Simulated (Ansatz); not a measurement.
A run on `[CH]=C[SiH2]O` radical with other settings.

```yaml
crystal:
  periodic: [false, false, false]
  atoms:
    - {symbol: C, position_ang: [-0.178872, 1.271001, -1.698045]}
    - {symbol: C, position_ang: [0.400903, 0.929750, -0.402902]}
    - {symbol: Si, position_ang: [0.257457, -1.005743, 0.376367]}
    - {symbol: O, position_ang: [-0.685560, -1.032009, 1.963673]}
    - {symbol: H, position_ang: [-0.290968, 2.223853, -2.438897]}
    - {symbol: H, position_ang: [0.985136, 1.788923, 0.254368]}
    - {symbol: H, position_ang: [1.763956, -1.576794, 0.776784]}
    - {symbol: H, position_ang: [-0.451545, -1.963829, -0.784862]}
    - {symbol: H, position_ang: [-1.701386, -0.687005, 1.934253]}
basis:
  gaussian: {orbitals: x2c-TZVPPall, final_grid: {core_spheres: 8, valence_spheres: 7, degree: 23}}
magnetization: {spin_polarized: true, initial_magnetization: 1}
hamiltonian: {xc: {name: wB97X}}
```

```sh
$ ansatz run in.yaml --threads 2 --pin off --events-out ev --progress --plain --max-ram 22528MiB --backend cpu
```

Output, abridged:

```
Functional definition: wB97X
1108 factors; their error is unknown
262 factors; integrals over basis functions are off by at most 1.5e-5 eV
mean field evaluation 1: about -12090.0185 eV, gradient 3.6e1 eV
mean field evaluation 2: about -12088.4101 eV, gradient 4.5e1 eV
mean field evaluation 4: about -12095.2448 eV, gradient 1.7e0 eV
mean field evaluation 8: about -12095.2878 eV, gradient 3.2e-1 eV
mean field evaluation 16: about -12095.3012 eV, gradient 5.2e-3 eV
mean field -12095.30123567 eV, -444.4941219212 hartree, gradient 4.6e-5 eV, S^2 0.800304; 0 other end points of the search recorded, 0 dependent functions left out
reference -12095.30120648 eV, -444.4941208486 hartree; 20, 19 occupied and 185, 186 virtual orbitals, 1108 factors
Total energy: -12095.30120648 eV, -444.4941208486 hartree
Relativity: scalar
```

It took 8.1 s on 2 threads of an AMD EPYC 7R13 on a shared host, with 0.8 GiB of host memory at the peak.
